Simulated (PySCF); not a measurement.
**From computed data to an observable: dipole moment from atomic charges**

Si(F)3(SeH) (F3HSeSi), SMILES F[Si](F)(F)[SeH]. Atoms are numbered in the order given.

```xyz
6

F     -0.7337    -1.4533    -1.2799
Si     0.0039    -0.8268     0.0000
F     -0.7337    -1.4533     1.2799
F      1.5261    -1.3292     0.0000
Se     0.0255     1.4186     0.0000
H     -1.4510     1.4643     0.0000
```
Charge 0, spin multiplicity 1.

Geometry optimised at B3LYP-D3(BJ)/def2-SVP. This is a generated structure with no PubChem entry under its InChIKey; it may be hypothetical. One conformer was computed; it need not be the lowest.

Charges (e) from ωB97X/def2-TZVP run with PySCF:

```
atom  ESP fit  Mulliken
----  -------  --------
F1     -0.202    -0.285
Si2     0.538     0.878
F3     -0.202    -0.285
F4     -0.147    -0.284
Se5    -0.147    -0.164
H6      0.158     0.140
```

The dipole moment of the full density is 1.81 D.

**Question.** What dipole moment does each set of point charges give, and which comes closer to that of the density?

**Answer.** 
μ = Σ q r, and 1 e Å = 4.8032 D.
ESP fit: Σ q r = (-0.159, 0.361, 0.000) e Å, |μ| = 1.89 D.
Mulliken: Σ q r = (-0.219, 0.452, 0.000) e Å, |μ| = 2.41 D.
ESP fit comes closer in size. Point charges leave out the atoms' own dipoles (lone pairs, polarised bonds); fits to the potential absorb them, partitions of the density don't.
